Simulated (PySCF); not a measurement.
## Ionisation energy along the 24-electron series

Calculated with PySCF 2.14 and a two-component X2C-1e Hamiltonian (Gaussian nucleus, no Breit or QED terms), each ion in its own even-tempered basis scaled to its charge; GMP2 freezes [Ne] and drops the highest virtual spinors. Values in eV. NIST values: (m) measured, (s) semi-empirical, (t) theoretical.

| ion | configuration | GHF (spin-free) | GMP2 (spin-free) | GHF (screened spin-orbit) | GMP2 (screened spin-orbit) | NIST |
| --- | --- | --- | --- | --- | --- | --- |
| I²⁹⁺ | [Ar] 3d6 | 1716.4 | 1717.5 | 1720.7 | 1721.6 | 1720 ± 4 (t) |
| Cs³¹⁺ | [Ar] 3d6 | 1930.9 | 1932.0 | 1935.6 | 1936.4 | 1936 ± 4 (t) |

Problem. Fill in the row of Xe³⁰⁺.

Solution. configuration: [Ar] 3d6; GHF (spin-free): 1822.1; GMP2 (spin-free): 1823.2; GHF (screened spin-orbit): 1826.6; GMP2 (screened spin-orbit): 1827.5; NIST: 1826 ± 4 (t).
